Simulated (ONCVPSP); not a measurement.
## PW91 ONCV dataset for Al (Z = 13), scalar-relativistic all-electron reference.

ONCVPSP 4.0.1 was run on this input:

```
# ATOM AND REFERENCE CONFIGURATION
# atsym  z   nc   nv     iexc    psfile
  Al 13.00    3    2  -109134      upf
#
#   n    l    f
    1    0    2.00
    2    0    2.00
    2    1    6.00
    3    0    2.00
    3    1    1.00
#
# PSEUDOPOTENTIAL AND OPTIMIZATION
# lmax
    1
#
#   l,   rc,      ep,       ncon, nbas, qcut
    0    1.85    0.00    4    7    3.60
    1    2.65    0.00    4    8    2.90
#
# LOCAL POTENTIAL
# lloc, lpopt,  rc(5),   dvloc0
    4    3    1.35    4.00
#
# VANDERBILT-KLEINMAN-BYLANDER PROJECTORs
# l, nproj, debl
    0    2    2.80
    1    2    3.80
#
# MODEL CORE CHARGE
# icmod, fcfact, rcfact
    3    2.75    1.70
#
# LOG DERIVATIVE ANALYSIS
# epsh1, epsh2, depsh
   -2.00    5.00    0.02
#
# OUTPUT GRID
# rlmax, drl
    6.00    0.01
#
# TEST CONFIGURATIONS
# ncnf
    4
# nvcnf
#   n    l    f
    2
    3    0    2.00
    3    1    0.00
#
    2
    3    0    1.00
    3    1    0.00
#
    2
    3    0    2.00
    3    1    0.50
#
    2
    3    0    1.00
    3    1    1.00
#
```

Command:

```bash
oncvpsp.x < Al.dat > Al.out
```

Output (shortened: citation, most of the input echo, consistency checks and plot data are left out):

```
ONCVPSP  (Optimized Norm-Conservinng Vanderbilt PSeudopotential)
scalar-relativistic version 4.0.1

#   n    l    f        energy (Ha)
    1    0    2.00    -5.5560593E+01
    2    0    2.00    -3.9772173E+00
    2    1    6.00    -2.5649319E+00
    3    0    2.00    -2.8644748E-01
    3    1    1.00    -1.0079932E-01

Reference configufation results
  iterations    26
  all-electron total energy (Ha)   -2.42802887D+02

Begin loop to  construct optimized pseudo wave functions
and semi-local pseudopoentials for all angular momenta

   Wellstate for l =  0  n =  5
     eigenvalue =   2.5136
     asymptotic potential =   3.0136
     half-point radius =  3.5728

Calculating optimized projector #   1

 for l=   0

    Fraction of norm inside rc  0.260842
    Optimizing pswf for qcut=   3.61 a_B^-1,  ecut=   6.50 Ha
    Residual kinetic energy error=  3.62D-04 Ha

    Energy error per electron        Cutoff
         Ha          eV             Ha
         0.01000     0.27211        3.47
         0.00100     0.02721        5.61
         0.00010     0.00272       10.90
         0.00001     0.00027       26.19

Calculating optimized projector #   2

 for l=   0

    Fraction of norm inside rc  0.125198
    Optimizing pswf for qcut=   3.61 a_B^-1,  ecut=   6.50 Ha
    Residual kinetic energy error=  1.91D-02 Ha

    Energy error per electron        Cutoff
         Ha          eV             Ha
         0.01000     0.27211        7.05
         0.00100     0.02721       14.47
         0.00010     0.00272       44.46
         0.00001     0.00027       53.78

   Wellstate for l =  1  n =  6
     eigenvalue =   3.6992
     asymptotic potential =   4.1992
     half-point radius =  4.1897

Calculating optimized projector #   1

 for l=   1

    Fraction of norm inside rc  0.346290
    Optimizing pswf for qcut=   2.90 a_B^-1,  ecut=   4.19 Ha
    Residual kinetic energy error=  2.17D-05 Ha

    Energy error per electron        Cutoff
         Ha          eV             Ha
         0.01000     0.27211        1.27
         0.00100     0.02721        2.06
         0.00010     0.00272        2.77
         0.00001     0.00027        9.44

Calculating optimized projector #   2

 for l=   1

    Fraction of norm inside rc  0.215031
    Optimizing pswf for qcut=   2.90 a_B^-1,  ecut=   4.19 Ha
    Residual kinetic energy error=  3.80D-01 Ha

    Energy error per electron        Cutoff
         Ha          eV             Ha
         0.01000     0.27211        7.23
         0.00100     0.02721        9.93
         0.00010     0.00272       14.52
         0.00001     0.00027       37.09

Construct Vanderbilt / Kleinmman-Bylander projectors

B matrix Hermiticity error, ll=   0
   1   2   -1.0478E-04

  Orthonormal projector coefficients  2.7902E+00  5.6429E-01

B matrix Hermiticity error, ll=   1
   1   2    1.6115E-05

  Orthonormal projector coefficients  1.2051E+00  4.2180E-01

Model core correction analysis
  based on d2Exc/dn_idn_j

d2excae - all-electron derivatives

   -3.700111D-02   -2.770258D-02
   -2.770136D-02   -2.811532D-02

d2excps - pseudofunction derivatives with no core correction

   -4.017764D-02   -2.891854D-02
   -2.891999D-02   -2.846759D-02

rms 2nd derivative error    1.815078E-03

rmatch, rhocmatch    1.4031    0.3454

Teter function model core charge with specified parameters

d2excps - pseudofunction derivatives with core correction

   -3.385129D-02   -2.616687D-02
   -2.616623D-02   -2.735066D-02

rms 2nd derivative error    1.950712E-03

Pseudoatom total energy   -1.979177

Diagnostic tests using Vanderbilt-Kleinman-Bylander pseudopotentials
  1 or more projectors used as specified by nproj input data

   l    rcore       rmatch      e in        delta e   norm test  slope test

   0   1.8585998   1.9150309  -0.2864475  -0.0000006   1.0000159   1.0000037
   0   1.8585998   1.9150309   2.5135525   0.0000050   1.0001828   1.0001828

   1   2.6611217   2.7419191  -0.1007993  -0.0000001   1.0000019   1.0000187
   1   2.6611217   2.7419191   3.6992007   0.0000021   1.0000234   1.0000234

 Testing for bound ghosts
   n   l    E NL Schr. Eq   E Basis Diag.   E Cutoff

   1   0       -0.286448       -0.275828     53.88

   2   1       -0.100799       -0.095557     42.51

 Testing for highly-localized positive-energy ghosts
       l    <radius>/rc     E Basis Diag.   E Cutoff

Test configuration 0

   n   l     f        eae           eps        diff
   1   0  2.0000  -55.56059350
   2   0  2.0000   -3.97721729
   2   1  6.0000   -2.56493190
   3   0  2.0000   -0.28644748   -0.28644811   -6.37D-07
   3   1  1.0000   -0.10079932   -0.10079942   -1.01D-07

    Total energies and differences
      AE_ref= -2.42802887D+02  AE_tst= -2.42802887D+02  dif=  0.00D+00
      PS_ref= -1.97917667D+00  PS_tst= -1.97917667D+00  dif=  0.00D+00
      PSP excitation error=  0.00D+00

Test configuration 1

   n   l     f        eae           eps        diff
   1   0  2.0000  -55.87320091
   2   0  2.0000   -4.28423382
   2   1  6.0000   -2.87235937
   3   0  2.0000   -0.54622128   -0.54685835   -6.37D-04

    Total energies and differences
      AE_ref= -2.42802887D+02  AE_tst= -2.42589641D+02  dif=  2.13D-01
      PS_ref= -1.97917667D+00  PS_tst= -1.76581159D+00  dif=  2.13D-01
      PSP excitation error= -1.19D-04

Test configuration 2

   n   l     f        eae           eps        diff
   1   0  2.0000  -56.33893762
   2   0  2.0000   -4.73564691
   2   1  6.0000   -3.32384964
   3   0  1.0000   -0.87410704   -0.88033181   -6.22D-03

    Total energies and differences
      AE_ref= -2.42802887D+02  AE_tst= -2.41881190D+02  dif=  9.22D-01
      PS_ref= -1.97917667D+00  PS_tst= -1.05451633D+00  dif=  9.25D-01
      PSP excitation error= -2.96D-03

Test configuration 3

   n   l     f        eae           eps        diff
   1   0  2.0000  -55.70390595
   2   0  2.0000   -4.11860598
   2   1  6.0000   -2.70648238
   3   0  2.0000   -0.40941720   -0.40950854   -9.13D-05
   3   1  0.5000   -0.21101579   -0.21105413   -3.83D-05

    Total energies and differences
      AE_ref= -2.42802887D+02  AE_tst= -2.42725588D+02  dif=  7.73D-02
      PS_ref= -1.97917667D+00  PS_tst= -1.90187274D+00  dif=  7.73D-02
      PSP excitation error= -4.88D-06

Test configuration 4

   n   l     f        eae           eps        diff
   1   0  2.0000  -55.93844392
   2   0  2.0000   -4.34800887
   2   1  6.0000   -2.93557257
   3   0  1.0000   -0.57539038   -0.57665532   -1.26D-03
   3   1  1.0000   -0.35980583   -0.36047620   -6.70D-04

    Total energies and differences
      AE_ref= -2.42802887D+02  AE_tst= -2.42376013D+02  dif=  4.27D-01
      PS_ref= -1.97917667D+00  PS_tst= -1.55182356D+00  dif=  4.27D-01
      PSP excitation error= -4.79D-04
```

The run took about 3.6 s on one core of a shared server CPU.
